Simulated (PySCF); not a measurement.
Worked example: entropy of an ideal gas

C₄H₂BrCl, SMILES C(/C(=C\Cl)Br)#C.

Coordinates come from a ωB97X-D3(BJ)/def2-SVP optimisation. The structure was generated by enumeration; whether it is a known compound was not checked.

PySCF with ωB97X-D3(BJ)/def2-SVP gives the harmonic wavenumbers 120, 192, 197, 265, 301, 454, 610, 728, 732, 751, 860, 862, 1069, 1310, 1708, 2270, 3260, 3484 cm⁻¹ and the rotational temperatures 0.1496, 0.0468, 0.0357 K. The molar mass is 165.41 g/mol, the symmetry number 1, the spin multiplicity 1.

### Question
Work out the entropy at 298.15 K and 1 atm in the rigid-rotor, harmonic-oscillator model.

### Answer

Translation (Sackur–Tetrode at 1 atm): S = R[1.5 ln M + 2.5 ln T − 1.16487] = 172.5 J/(mol K).
Rotation: q = (√π/σ) T^1.5/√(θA θB θC) = 577000, S = R[ln q + 3/2] = 122.8 J/(mol K).
Vibration: with u = 1.4388 ν/T, each mode gives R[u/(e^u − 1) − ln(1 − e^−u)]:
```csv
ν (cm⁻¹),modes,u,S (J/(mol K))
120,1,0.58,12.97
192,1,0.93,9.24
197,1,0.95,9.04
265,1,1.28,6.81
301,1,1.45,5.91
454,1,2.19,3.28
610,1,2.94,1.81
728,1,3.51,1.15
732,1,3.53,1.13
751,1,3.62,1.05
860,1,4.15,0.68
862,1,4.16,0.68
1069,1,5.16,0.30
1310,1,6.32,0.11
1708,1,8.24,0.02
```
The stiffer modes add less than 0.005 each. Sum 54.2 J/(mol K).
Spin: R ln 1 = 0.0 J/(mol K).
Total 349.4 J/(mol K); the program's own thermochemistry gives 349.4. Translation makes up 49 % and vibration 16 %. Anharmonicity, hindered rotation and orbital degeneracy are left out.
